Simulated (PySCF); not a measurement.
**`C1[C@]2(O)CCC=C[C@@H]21`, C7H10O**

Geometry (Å), atoms numbered from 1 in this order:
```xyz
18

O     1.793   -1.514    0.679
C     0.813   -0.699    0.108
C    -0.559   -1.145    0.566
C    -1.684   -0.230    0.079
C    -1.348    1.219    0.266
C    -0.103    1.673    0.226
C     1.045    0.787   -0.026
C     1.026   -0.118   -1.252
H     2.661   -1.214    0.389
H    -0.539   -1.152    1.659
H    -0.732   -2.170    0.232
H    -1.894   -0.423   -0.978
H    -2.597   -0.470    0.628
H    -2.174    1.893    0.437
H     0.113    2.721    0.383
H     2.012    1.183    0.262
H     0.191   -0.030   -1.927
H     1.969   -0.306   -1.746
```

Theory: TDDFT BHandHLYP/def2-SVPD circular dichroism and optical rotation, one conformer, gas phase in PySCF. Geometry: GFN2-xTB.

States above about 7.5 eV (minus the energy of the highest occupied orbital) lie near or above the ionisation threshold and depend on the basis.

Stereocentres: C2 R, C7 S.

Q: Give the optical rotatory dispersion at 633, 589.3, 546, 436, 405, 365, 355 nm.

A: [α] in deg dm⁻¹ (g/mL)⁻¹:
```csv
λ (nm),origin-invariant length gauge,modified velocity gauge,length gauge (centre of mass),isotropic polarisability (au)
633,-165.5,-163.7,-167.0,80.2
589.3,-194.4,-192.1,-196.3,80.5
546,-231.7,-228.6,-234.0,80.9
436,-399.7,-391.6,-404.0,82.4
405,-484.0,-472.6,-489.4,83.1
365,-643.6,-624.7,-651.5,84.3
355,-697.2,-675.3,-705.9,84.7
```

Q: And for the mirror image at 589.3 nm?

A: +194.4 deg dm⁻¹ (g/mL)⁻¹ (origin-invariant length gauge): the same size and the opposite sign.

Q: What is the molar rotation [Φ] = [α]·M/100 of the geometry above at 589.3 nm?

A: With M = 110.16 g/mol, -214.2 deg cm² dmol⁻¹ (origin-invariant length gauge).

The first excitation lies at 6.21 eV (200 nm) with R = +14.8 × 10⁻⁴⁰ esu² cm² (velocity form).
